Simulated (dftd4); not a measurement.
C5H10NO (SMILES CN1CCCC1=[OH+]), charge +1, singlet, geometry from GFN2-xTB; D4 for wb97x (dftd4).

The dftd4 input:
```
$ dftd4 mol.xyz --func wb97x --charge 1 --json dftd4.json --noedisp --property

# file mol.xyz
17

C      2.10172816    -0.11636794    -0.20052180
N      0.67703693    -0.22106954    -0.04178917
C      0.04846976    -1.50407913     0.23210954
C     -1.39605597    -1.14122179     0.60153738
C     -1.57991888     0.27308340     0.02868903
C     -0.17952538     0.74158953    -0.16036381
O      0.19972982     1.95611527    -0.43710599
H      2.37327296     0.90753882    -0.44696117
H      2.59809946    -0.41116041     0.72464145
H      2.43317282    -0.78313244    -0.99716064
H      0.10500567    -2.12856192    -0.66458920
H      0.57798866    -2.01495197     1.03726742
H     -2.11083865    -1.84917096     0.19176869
H     -1.51951423    -1.12731204     1.68350389
H     -2.15257153     0.92786943     0.68658742
H     -2.08783645     0.25790686    -0.94100290
H     -0.52206201     2.60151492    -0.49338490
```

The log (banner, timings and long lists left out):

```
                    ____  _____ _____     ____  _  _
      -------------|  _ \|  ___|_   _|---|  _ \| || |------------
     |             | | | | |_    | | ___ | | | | || |_           |
     |             | |_| |  _|   | ||___|| |_| |__   _|          |
     |             |____/|_|     |_|     |____/   |_|            |
     |             ===================================           |
     |            E. Caldeweyher, S. Ehlert & S. Grimme          |
     |          Mulliken Center for Theoretical Chemistry        |
     |                    University of Bonn                     |
      -----------------------------------------------------------

Rational (Becke-Johnson) damping: wb97x-D4-ATM
---------------------
  s6         1.0000
  s8         0.5093
  s9         1.0000
  a1         0.0662
  a2         5.4487
 alp        16.0000
--------------------

Atomic data, radii in Ångström:
------------------------------------------------------
   Z          R(cov)      r4/r2   hardness         EN
------------------------------------------------------
   6 C        1.0000     1.6431     0.4220     2.5500
   7 N        0.9467     1.4350     0.5044     3.0400
   8 O        0.8400     1.3725     0.5869     3.4400
   1 H        0.4267     1.0622     0.4726     2.2000
------------------------------------------------------

Atomic reference systems (in atomic units):
----------------------------------------------------------------------------
   Z        #      CN     q+Z       C6(AA)   #      CN     q+Z       C6(AA)
----------------------------------------------------------------------------
   6 C      1  0.0000  6.0000      49.3833   2  0.9189  5.8288      52.1688
            3  1.9079  5.8579      35.6972   4  2.8312  5.7775      35.8445
            5  3.7487  5.7435      28.6317   6  2.9183  5.8956      32.2504
            7  0.8556  6.2103      25.6194
   7 N      1  0.0000  7.0000      25.3714   2  0.8583  6.6470      32.5496
            3  1.8399  6.6987      28.5877   4  2.5804  6.1757      42.3910
            5  0.9809  7.0000      18.1534
   8 O      1  0.0000  8.0000      15.5711   2  0.8042  7.6453      20.8489
            3  1.6112  7.4012      24.8631   4  0.9798  8.0000      14.9880
   1 H      1  0.0000  1.0000       7.6362   2  0.8942  1.0000       3.0374
----------------------------------------------------------------------------

Atomic properties (in atomic units):
----------------------------------------------------------------------------
     #    Z              CN          q      C6(AA)        C8(AA)   alpha(0)
----------------------------------------------------------------------------
     1    6 C        3.6948    -0.0404     23.9961      694.0092     7.0887
     2    7 N        2.7604    -0.3187     26.3570      581.4569     7.6869
     3    6 C        3.8059    -0.0162     23.3549      675.4639     6.9639
     4    6 C        3.8343    -0.1072     25.2098      729.1112     7.2314
     5    6 C        3.8342    -0.0872     24.7820      716.7381     7.1698
     6    6 C        2.8381     0.2329     24.4141      706.0985     8.0715
     7    8 O        1.6613    -0.3886     20.4663      413.0214     6.1197
     8    1 H        0.9248     0.1841      1.1827       14.2965     1.7007
     9    1 H        0.9245     0.1598      1.3277       16.0494     1.8019
    10    1 H        0.9245     0.1590      1.3325       16.1079     1.8052
    11    1 H        0.9240     0.1544      1.3621       16.4658     1.8251
    12    1 H        0.9244     0.1525      1.3750       16.6216     1.8337
    13    1 H        0.9250     0.1534      1.3687       16.5451     1.8295
    14    1 H        0.9246     0.1567      1.3471       16.2843     1.8150
    15    1 H        0.9244     0.1522      1.3768       16.6430     1.8349
    16    1 H        0.9239     0.1536      1.3680       16.5371     1.8291
    17    1 H        0.8044     0.2995      0.7225        8.7340     1.3352
----------------------------------------------------------------------------

Molecular properties (in atomic units):
----------------------------------------
 molecular C6                2070.8590
 molecular C8               46619.9824
----------------------------------------

Dispersion energy:      -2.3181402941971E-02 Eh

[Info] JSON dump of results written to 'dftd4.json'
```
